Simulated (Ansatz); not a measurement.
The cluster Ge₃F₅, relaxed as a doublet with UKS r2SCAN-D4/def2-SVP in Ansatz, starting from the GFN1-xTB geometry. Force threshold 0.03 eV/Å.

The structure comes from a short search, and lower isomers may exist.

Start:

```xyz
8

Ge   -0.261    2.074    0.352
Ge   -0.066    0.114   -1.025
Ge    0.726   -1.523    0.522
F    -1.674    2.946   -0.262
F    -0.660   -2.526    0.922
F    -1.170    1.162    1.604
F     1.530    0.521   -1.724
F     1.574   -2.767   -0.388
```

**Question.** Estimate the energy that the relaxation releases and the steps that it takes.

**Answer.** 1.28 eV, in 34 steps; 3.9 min on 4 threads of Arm Neoverse V1 on a shared host. The force fell under the threshold at step 22, but the optimiser went on and released 0.015 eV more. No frequencies were taken in this run, so the end may be a saddle point.

**Question.** Does the start keep its bonding?

**Answer.** Bonds formed: Ge3–F6 (atoms count from 1).

**Question.** Predict the relaxed structure.

**Answer.** 
Cartesian coordinates in Å:
```
Ge -0.167 2.066 0.389
Ge 0.067 0.562 -1.890
Ge -0.016 -1.103 0.118
F -1.881 1.658 0.421
F -1.369 -1.853 0.896
F 0.229 0.361 1.358
F 1.826 0.376 -1.966
F 1.311 -2.066 0.675
```
Bond lengths: 6 × F–Ge 1.73 to 2.00 Å; 2 × Ge–Ge 2.61 to 2.74 Å.
